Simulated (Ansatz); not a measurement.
A short molecular-dynamics run on (KOH)2 ring (K2O2H2).

```yaml
crystal:
  periodic: [false, false, false]
  atoms:
    - {symbol: K, position_ang: [1.236092, 1.164196, 0.351207]}
    - {symbol: O, position_ang: [0.009434, -0.512285, 1.659083]}
    - {symbol: K, position_ang: [-1.231670, -1.167443, -0.352303]}
    - {symbol: O, position_ang: [-0.006958, 0.510653, -1.659580]}
    - {symbol: H, position_ang: [0.015011, -0.784734, 2.575575]}
    - {symbol: H, position_ang: [-0.021899, 0.789623, -2.573983]}
basis:
  gaussian: {orbitals: def2-SVP}
magnetization: {spin_polarized: true, initial_magnetization: 0}
hamiltonian: {xc: {name: PBE}}
md: {timestep: 0.5 fs, n_steps: 15, ensemble: nvt_nose_hoover, temperature: 1000, initial_velocities: maxwell_boltzmann, seed: 205}
scf: {omitted_lower_state_checks: [starts]}
```

```sh
$ ansatz run in.yaml --threads 4 --pin off --events-out ev --progress --plain --max-ram 3916MiB
```

```json
{"step": "0", "time (fs)": "0.0", "potential energy (eV)": "-36754.9406", "kinetic (eV)": "0.5170", "T (K)": "1000", "conserved (eV)": "-36754.4236"}
{"step": "1", "time (fs)": "0.5", "potential energy (eV)": "-36754.8981", "kinetic (eV)": "0.4757", "T (K)": "920", "conserved (eV)": "-36754.4223"}
{"step": "2", "time (fs)": "1.0", "potential energy (eV)": "-36754.8426", "kinetic (eV)": "0.4226", "T (K)": "817", "conserved (eV)": "-36754.4200"}
{"step": "3", "time (fs)": "1.5", "potential energy (eV)": "-36754.8096", "kinetic (eV)": "0.3912", "T (K)": "757", "conserved (eV)": "-36754.4184"}
{"step": "4", "time (fs)": "2.0", "potential energy (eV)": "-36754.8225", "kinetic (eV)": "0.4034", "T (K)": "780", "conserved (eV)": "-36754.4191"}
{"step": "5", "time (fs)": "2.5", "potential energy (eV)": "-36754.8704", "kinetic (eV)": "0.4489", "T (K)": "868", "conserved (eV)": "-36754.4215"}
{"step": "6", "time (fs)": "3.0", "potential energy (eV)": "-36754.9179", "kinetic (eV)": "0.4945", "T (K)": "956", "conserved (eV)": "-36754.4234"}
{"step": "7", "time (fs)": "3.5", "potential energy (eV)": "-36754.9350", "kinetic (eV)": "0.5113", "T (K)": "989", "conserved (eV)": "-36754.4237"}
{"step": "8", "time (fs)": "4.0", "potential energy (eV)": "-36754.9140", "kinetic (eV)": "0.4912", "T (K)": "950", "conserved (eV)": "-36754.4229"}
{"step": "9", "time (fs)": "4.5", "potential energy (eV)": "-36754.8664", "kinetic (eV)": "0.4450", "T (K)": "861", "conserved (eV)": "-36754.4216"}
{"step": "10", "time (fs)": "5.0", "potential energy (eV)": "-36754.8115", "kinetic (eV)": "0.3912", "T (K)": "757", "conserved (eV)": "-36754.4204"}
{"step": "11", "time (fs)": "5.5", "potential energy (eV)": "-36754.7666", "kinetic (eV)": "0.3470", "T (K)": "671", "conserved (eV)": "-36754.4197"}
{"step": "12", "time (fs)": "6.0", "potential energy (eV)": "-36754.7431", "kinetic (eV)": "0.3238", "T (K)": "626", "conserved (eV)": "-36754.4195"}
{"step": "13", "time (fs)": "6.5", "potential energy (eV)": "-36754.7451", "kinetic (eV)": "0.3257", "T (K)": "630", "conserved (eV)": "-36754.4197"}
{"step": "14", "time (fs)": "7.0", "potential energy (eV)": "-36754.7696", "kinetic (eV)": "0.3496", "T (K)": "676", "conserved (eV)": "-36754.4203"}
{"step": "15", "time (fs)": "7.5", "potential energy (eV)": "-36754.8070", "kinetic (eV)": "0.3861", "T (K)": "747", "conserved (eV)": "-36754.4212"}
```

Velocities are drawn at the set temperature; a run this short doesn't reach equilibrium.

Frames (Å, forces in eV/Å):

```xyz
6
time=0.0 fs
K     1.236    1.164    0.351   -0.003   -0.002   -0.004
O     0.009   -0.512    1.659   -0.004    0.265   -0.873
K    -1.232   -1.167   -0.352    0.002    0.001    0.004
O    -0.007    0.511   -1.660    0.010   -0.268    0.873
H     0.015   -0.785    2.576    0.003   -0.250    0.825
H    -0.022    0.790   -2.574   -0.008    0.255   -0.825
6
time=0.5 fs
K     1.237    1.166    0.351   -0.023   -0.031    0.005
O     0.009   -0.519    1.662    0.026    0.678   -2.310
K    -1.231   -1.165   -0.353   -0.007   -0.020    0.024
O    -0.008    0.506   -1.658    0.031   -0.303    1.045
H     0.000   -0.770    2.559   -0.015   -0.638    2.244
H    -0.032    0.783   -2.570   -0.013    0.314   -1.009
6
time=1.0 fs
K     1.238    1.168    0.350   -0.041   -0.057    0.014
O     0.008   -0.525    1.665    0.097    0.991   -3.551
K    -1.230   -1.163   -0.354   -0.017   -0.042    0.044
O    -0.009    0.502   -1.657    0.052   -0.292    1.069
H    -0.015   -0.757    2.548   -0.075   -0.927    3.469
H    -0.042    0.777   -2.568   -0.015    0.328   -1.045
6
time=1.5 fs
K     1.238    1.170    0.349   -0.056   -0.081    0.023
O     0.008   -0.531    1.668    0.184    1.115   -4.204
K    -1.230   -1.161   -0.355   -0.031   -0.068    0.064
O    -0.011    0.497   -1.656    0.067   -0.235    0.938
H    -0.030   -0.747    2.546   -0.151   -1.027    4.107
H    -0.051    0.772   -2.569   -0.012    0.296   -0.928
6
time=2.0 fs
K     1.239    1.173    0.349   -0.069   -0.102    0.031
O     0.008   -0.536    1.670    0.242    1.024   -4.020
K    -1.229   -1.159   -0.356   -0.046   -0.095    0.082
O    -0.012    0.493   -1.654    0.073   -0.138    0.676
H    -0.045   -0.738    2.553   -0.200   -0.914    3.909
H    -0.061    0.767   -2.572    0.000    0.225   -0.678
6
time=2.5 fs
K     1.240    1.175    0.348   -0.079   -0.120    0.039
O     0.007   -0.542    1.671    0.235    0.779   -3.075
K    -1.229   -1.157   -0.357   -0.065   -0.124    0.100
O    -0.013    0.488   -1.652    0.069   -0.015    0.327
H    -0.061   -0.732    2.570   -0.183   -0.648    2.952
H    -0.071    0.763   -2.576    0.023    0.129   -0.344
6
time=3.0 fs
K     1.240    1.177    0.347   -0.088   -0.136    0.047
O     0.007   -0.548    1.672    0.160    0.484   -1.713
K    -1.228   -1.155   -0.357   -0.085   -0.155    0.117
O    -0.014    0.484   -1.651    0.058    0.116   -0.052
H    -0.077   -0.728    2.594   -0.098   -0.333    1.578
H    -0.081    0.760   -2.581    0.053    0.024    0.022
6
time=3.5 fs
K     1.241    1.179    0.347   -0.096   -0.150    0.055
O     0.006   -0.553    1.672    0.040    0.225   -0.311
K    -1.227   -1.153   -0.358   -0.107   -0.186    0.134
O    -0.016    0.479   -1.649    0.043    0.241   -0.413
H    -0.093   -0.724    2.621    0.032   -0.055    0.166
H    -0.091    0.756   -2.587    0.088   -0.074    0.369
6
time=4.0 fs
K     1.242    1.181    0.346   -0.104   -0.163    0.061
O     0.006   -0.558    1.673   -0.095    0.040    0.890
K    -1.227   -1.151   -0.359   -0.130   -0.218    0.151
O    -0.017    0.475   -1.647    0.028    0.348   -0.717
H    -0.110   -0.720    2.649    0.177    0.148   -1.045
H    -0.100    0.752   -2.591    0.123   -0.155    0.659
6
time=4.5 fs
K     1.242    1.183    0.345   -0.111   -0.176    0.068
O     0.006   -0.564    1.673   -0.222   -0.069    1.799
K    -1.226   -1.149   -0.360   -0.153   -0.249    0.169
O    -0.018    0.470   -1.646    0.017    0.432   -0.939
H    -0.126   -0.716    2.674    0.314    0.274   -1.963
H    -0.109    0.748   -2.594    0.155   -0.211    0.866
6
time=5.0 fs
K     1.243    1.185    0.345   -0.120   -0.189    0.073
O     0.005   -0.569    1.674   -0.328   -0.116    2.419
K    -1.225   -1.147   -0.361   -0.174   -0.280    0.187
O    -0.019    0.466   -1.644    0.012    0.487   -1.064
H    -0.141   -0.712    2.695    0.430    0.337   -2.592
H    -0.118    0.743   -2.595    0.180   -0.239    0.977
6
time=5.5 fs
K     1.244    1.187    0.344   -0.129   -0.204    0.078
O     0.005   -0.575    1.675   -0.410   -0.116    2.785
K    -1.225   -1.145   -0.361   -0.195   -0.310    0.207
O    -0.020    0.462   -1.643    0.018    0.513   -1.087
H    -0.155   -0.706    2.709    0.521    0.353   -2.966
H    -0.127    0.738   -2.593    0.195   -0.236    0.984
6
time=6.0 fs
K     1.245    1.189    0.343   -0.139   -0.219    0.083
O     0.004   -0.580    1.677   -0.464   -0.082    2.932
K    -1.224   -1.143   -0.362   -0.214   -0.339    0.227
O    -0.022    0.457   -1.642    0.036    0.508   -1.007
H    -0.168   -0.700    2.717    0.583    0.335   -3.122
H    -0.135    0.732   -2.589    0.198   -0.204    0.887
6
time=6.5 fs
K     1.245    1.191    0.343   -0.150   -0.236    0.087
O     0.004   -0.586    1.679   -0.486   -0.024    2.878
K    -1.224   -1.141   -0.363   -0.232   -0.366    0.248
O    -0.023    0.453   -1.641    0.068    0.476   -0.829
H    -0.180   -0.693    2.717    0.614    0.292   -3.076
H    -0.142    0.726   -2.583    0.187   -0.142    0.692
6
time=7.0 fs
K     1.246    1.193    0.342   -0.162   -0.253    0.090
O     0.003   -0.591    1.681   -0.471    0.053    2.618
K    -1.223   -1.139   -0.364   -0.248   -0.393    0.271
O    -0.024    0.449   -1.640    0.114    0.420   -0.566
H    -0.190   -0.685    2.709    0.605    0.231   -2.824
H    -0.149    0.720   -2.576    0.162   -0.057    0.411
6
time=7.5 fs
K     1.246    1.195    0.341   -0.175   -0.272    0.093
O     0.002   -0.597    1.684   -0.406    0.144    2.127
K    -1.223   -1.137   -0.364   -0.263   -0.420    0.294
O    -0.025    0.445   -1.639    0.173    0.346   -0.241
H    -0.199   -0.677    2.695    0.546    0.155   -2.341
H    -0.156    0.713   -2.567    0.124    0.047    0.068
```

Run time 28 s (4 threads of Arm Neoverse V1 on a shared host).
